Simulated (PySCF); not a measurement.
Simulated Cl 2p region for `[O]=[Cr](=[O])([Cl])[Cl]`, binding energy against the vacuum level.

Every computed line was given a Gaussian of 0.5 eV full width at half maximum and an area set by the number of equivalent atoms (split 2:1 within a doublet); the highest printed point is 100. Computed, not measured: delta-SCF UKS SCAN, pcX-3 on the ionised atom, pcseg-2 elsewhere, spin-free X2C (PySCF).

(binding energy (eV), intensity): (205.7, 0), (205.8, 1), (205.9, 4), (206.0, 12), (206.1, 28), (206.2, 53), (206.3, 82), (206.4, 100), (206.5, 98), (206.6, 77), (206.7, 49), (206.8, 25), (206.9, 10), (207.0, 3), (207.1, 1), (207.2, 0), (207.3, 0), (207.4, 0), (207.5, 1), (207.6, 3), (207.7, 9), (207.8, 19), (207.9, 33), (208.0, 46), (208.1, 51), (208.2, 46), (208.3, 33), (208.4, 19), (208.5, 9), (208.6, 3), (208.7, 1), (208.8, 0)

Question: Count the maxima, the lines and the sites behind this envelope.

Answer: The curve has 2 maxima (at 206.4 and 208.1 eV). Under it lie 2 lines from 1 inequivalent chlorine site, drawn as a 2p3/2, 2p1/2 pair.

Question: Decompose the envelope and assign each component. Numbering: `[O:1]=[Cr:2](=[O:3])([Cl:4])[Cl:5]`.

Answer: 
```tsv
position (eV)	relative area	line	atoms	environment
206.44	1.33	Cl 2p3/2	Cl4/Cl5	chlorine bonded to Cr
208.10	0.67	Cl 2p1/2	Cl4/Cl5	chlorine bonded to Cr
```

The curve has no shake-up lines and no vibrational structure. The first atom of each set that the bonding makes equivalent was ionised and stands for the set. 2p3/2 and 2p1/2 are the ΔSCF energy of one spin-free 2p hole plus the eigenvalues of a spin–orbit and ligand-field matrix of the shell. 2p1/2 minus 2p3/2 (ligand field included): Cl 1.66 eV. Geometry: PBE0-D3(BJ)/def2-TZVP; no solvent, vibrations or thermal averaging.
The closed-shell solution of the metal species wasn't tested for stability.
